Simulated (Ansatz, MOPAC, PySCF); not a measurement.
Stepwise substitution at one centre (B NH2-SiH3). Gas-phase values, no solvent. Strings in code marks are SMILES.

Quantity: vertical ionisation energy (energy after one electron is removed minus that of the parent at the parent's geometry), in eV.

Level 1: frozen-core CCSD(T)/cc-pVTZ // B3LYP-D3(BJ)/def2-TZVP (Ansatz, an electronic-structure program)
Level 2: PBE-D3(BJ)/def2-TZVP // B3LYP-D3(BJ)/def2-TZVP (PySCF)
Level 3: frozen-core MP2/cc-pVTZ // B3LYP-D3(BJ)/def2-TZVP (Ansatz)
Level 4: minus the HOMO energy of PM3 // B3LYP-D3(BJ)/def2-TZVP (MOPAC)

```csv
species,level 2,level 3,level 4
`NB([SiH3])[SiH3]`,9.03,9.42,9.22
```

Q: What does level 1 give for each?

A: 
- `NB([SiH3])[SiH3]`: 9.39
